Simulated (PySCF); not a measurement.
# C₆ coefficients of unlike pairs at LC-wPBE

Calculated with PySCF 2.14 from the dipole response of each species, C₆(A,B) = (3/π) ∫ α_A(iu) α_B(iu) du, in atomic units, from isotropic polarisabilities. For ions this is the dispersion term alone; charge-induced terms of lower order in 1/R come first.

```
species           configuration                            basis     relativity  α (bohr³)  C₆ (like pair)
    Xe+  [Kr] 4d10 5s2 5p5 (2P)  aug-cc-pwCVTZ-DK3 (10s9p7d4f1g)  spin-free X2C      17.81           155.0
    Si+       [Ne] 3s2 3p1 (2P)          dyall-av3z (19s12p3d2f)  spin-free X2C      18.80           98.81
 Cl(3+)       [Ne] 3s2 3p2 (3P)     aug-cc-pV(Q+d)Z (7s6p5d3f2g)           none      4.371           11.83
    Be+           [He] 2s1 (2S)       aug-cc-pV5Z (7s6p5d4f3g2h)           none      23.14           63.48
```

Q: Estimate C₆ for Be+ with Si+.

A: The integral gives 73.12. The combination rule 2 C_A C_B / (C_A α_B/α_A + C_B α_A/α_B) gives 72.44 and the geometric mean 79.20.

No spin-orbit coupling is included.

The other pairs:

```json
{"pair": "Cl(3+), Xe+", "C₆": "42.59"}
{"pair": "Si+, Xe+", "C₆": "118.6"}
{"pair": "Cl(3+), Si+", "C₆": "31.65"}
{"pair": "Be+, Cl(3+)", "C₆": "20.67"}
{"pair": "Be+, Xe+", "C₆": "80.05"}
```
